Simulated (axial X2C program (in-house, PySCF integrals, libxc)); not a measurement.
# Spin–orbit effects down a group: molecules with H (ions), HF

Computed with an in-house all-electron X2C program for linear molecules (integrals from PySCF), spin-free (one-electron X2C) or two-component (2c: spin–orbit coupling with atomic mean-field Coulomb and Gaunt terms, which also bring small scalar terms), in Dyall basis sets with cores contracted in-house; open shells are unrestricted.

Basis sets: C dyall-v3z, Ge dyall-cv3z, H dyall-v3z, Pb dyall-cv3z, Si dyall-v3z, Sn dyall-cv3z.

```json
{"molecule": "CH⁺", "spin-free state": "M_S = 0, Λ = 0", "Re (Å)": "1.113", "ωe (cm⁻¹)": "3060.8", "De (eV)": "3.07", "2c state": "Ω = 0", "Re 2c (Å)": "1.113", "ωe 2c (cm⁻¹)": "3060.6", "De 2c (eV)": "3.07"}
{"molecule": "SiH⁺", "spin-free state": "M_S = 0, Λ = 0", "Re (Å)": "1.500", "ωe (cm⁻¹)": "2259.9", "De (eV)": "2.40", "2c state": "Ω = 0", "Re 2c (Å)": "1.500", "ωe 2c (cm⁻¹)": "2259.6", "De 2c (eV)": "2.40"}
{"molecule": "GeH⁺", "spin-free state": "M_S = 0, Λ = 0", "Re (Å)": "1.566", "ωe (cm⁻¹)": "2124.8", "De (eV)": "2.12", "2c state": "Ω = 0", "Re 2c (Å)": "1.566", "ωe 2c (cm⁻¹)": "2123.8", "De 2c (eV)": "n/a"}
{"molecule": "SnH⁺", "spin-free state": "M_S = 0, Λ = 0", "Re (Å)": "1.745", "ωe (cm⁻¹)": "1936.1", "De (eV)": "1.86", "2c state": "Ω = 0", "Re 2c (Å)": "1.745", "ωe 2c (cm⁻¹)": "1935.1", "De 2c (eV)": "1.53"}
{"molecule": "PbH⁺", "spin-free state": "M_S = 0, Λ = 0", "Re (Å)": "1.808", "ωe (cm⁻¹)": "1830.4", "De (eV)": "1.62", "2c state": "Ω = 0", "Re 2c (Å)": "1.790", "ωe 2c (cm⁻¹)": "1829.8", "De 2c (eV)": "0.72"}
```

Fragments in 2c: C+ + H, Si+ + H, Ge+ + H, Sn+ + H, Pb+ + H. Each entry is the lowest single determinant of a limited PBE0 search at one distance. De goes to single-determinant-based atoms at the same level (for ions the charge split of lowest energy) and is withheld (n/a) where an atom does not fit its ground term or J level. Main or longest-lived isotopes. Some light 2c atoms are not at their ground J level, so De misses part of their lowering (0.04 eV or less).
